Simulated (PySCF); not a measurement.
C4H6BF, SMILES C=C=CB(C)F. Atoms are numbered in the order given.

```xyz
12

C      2.7418    -0.0327    -0.1537
C      1.4997     0.1817    -0.4961
C      0.2347     0.3824    -0.8096
B     -0.9314    -0.0409     0.1328
C     -2.4486     0.2046    -0.1816
F     -0.6184    -0.6292     1.2939
H      3.3102     0.7137     0.4115
H      3.2494    -0.9664    -0.4185
H      0.0134     0.8649    -1.7715
H     -3.0589    -0.6757     0.0807
H     -2.8111     1.0297     0.4606
H     -2.6470     0.4852    -1.2263
```

The structure is a stationary point at B3LYP-D3(BJ)/def2-SVP. This is a generated structure with no PubChem entry under its InChIKey; it may be hypothetical. Other conformers were not sampled.

The numbers are results of B3LYP-D3(BJ)/def2-SVP run with PySCF 2.14.0, not measurements.

Frequencies are harmonic and unscaled.

```csv
mode,ν (cm⁻¹),IR (km/mol),Raman (Å⁴/amu),depolarisation,moving atoms (share of kinetic energy)
1,23,1.1,0.2,0.52,H 94 %
2,67,0.4,4.2,0.75,"C 63 %, H 30 %"
3,117,1.0,7.1,0.71,"C 51 %, F 31 %, H 16 %"
4,302,0.3,0.6,0.56,"C 44 %, H 29 %, F 19 %, B 9 %"
5,360,1.4,0.4,0.74,"H 75 %, C 13 %"
6,385,3.2,2.0,0.71,"C 53 %, F 31 %, H 12 %"
7,399,2.5,1.6,0.74,"C 42 %, H 34 %, B 19 %"
8,531,3.4,2.7,0.35,"H 51 %, C 33 %, B 14 %"
9,554,14.2,8.6,0.27,"C 61 %, H 22 %, B 11 %"
10,779,7.3,3.6,0.07,"C 61 %, H 19 %, F 18 %"
11,833,54.6,0.4,0.58,"H 74 %, C 26 %"
12,860,1.7,1.8,0.23,"H 60 %, C 25 %, F 12 %"
13,870,9.3,4.3,0.73,"H 60 %, B 25 %, C 13 %"
14,908,43.7,1.9,0.75,"H 71 %, C 19 %, B 10 %"
15,975,1.1,0.9,0.75,"H 57 %, C 43 %"
16,1084,16.1,50.0,0.33,"C 47 %, H 46 %"
17,1106,119.2,3.9,0.64,"H 49 %, B 43 %"
18,1291,25.5,13.1,0.47,"H 67 %, C 18 %, B 11 %"
19,1332,276.2,7.8,0.34,"B 36 %, H 34 %, C 23 %"
20,1367,149.8,0.7,0.75,"B 38 %, H 37 %, C 17 %"
21,1430,0.2,21.8,0.69,H 89 %
22,1437,24.6,14.3,0.74,"H 82 %, C 17 %"
23,1445,72.9,14.7,0.72,"H 62 %, C 32 %"
24,2036,310.0,10.1,0.48,C 98 %
25,3018,0.4,187.3,0.04,H 96 %
26,3088,7.4,107.7,0.66,"H 92 %, C 8 %"
27,3122,1.1,78.5,0.52,H 92 %
28,3127,2.9,302.3,0.10,H 94 %
29,3131,13.6,96.4,0.72,"H 91 %, C 9 %"
30,3213,0.3,149.1,0.75,"H 89 %, C 11 %"
```
